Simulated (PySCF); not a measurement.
C2H7MgN, SMILES [MgH][N](C)C, PBE0/def2-SVP optimised geometry.

```
11

Mg     0.85     0.00     0.00
H      2.54     0.00     0.00
N     -1.07     0.00     0.00
C     -1.88     0.63    -1.00
C     -1.88    -0.63     1.00
H     -2.54    -0.08    -1.53
H     -2.54     1.42    -0.59
H     -1.26     1.12    -1.78
H     -2.54     0.08     1.53
H     -2.54    -1.42     0.58
H     -1.26    -1.12     1.78
```

Density from PBE0/def2-TZVP (PySCF) at that geometry.

Minimum of the electron density along straight lines between bonded atoms, close to the bond critical point (lines longer than 1.1 times the sum of covalent radii, or with two minima, are not listed):

```
bond    length / Å  ρ at the minimum / e bohr⁻³  ∇²ρ there / e bohr⁻⁵  position (fraction from the first atom)
------  ----------  ---------------------------  --------------------  ---------------------------------------
Mg1–H2       1.697                   (withheld)            (withheld)                                     0.52
Mg1–N3       1.913                   (withheld)                  0.46                                     0.43
N3–C4        1.437                        0.282                 -0.75                                     0.59
N3–C5        1.437                        0.282                 -0.75                                     0.59
C4–H6        1.113                        0.267                 -0.89                                     0.64
C4–H7        1.113                        0.267                 -0.89                                     0.64
C4–H8        1.105                        0.271                 -0.91                                     0.64
C5–H9        1.113                        0.267                 -0.89                                     0.64
C5–H10       1.113                        0.267                 -0.89                                     0.64
C5–H11       1.105                        0.271                 -0.91                                     0.64
```

### Question
What belongs in the gaps?

### Answer

- Mg1–H2, ρ at the minimum / e bohr⁻³: 0.055
- Mg1–H2, ∇²ρ there / e bohr⁻⁵: 0.21
- Mg1–N3, ρ at the minimum / e bohr⁻³: 0.069
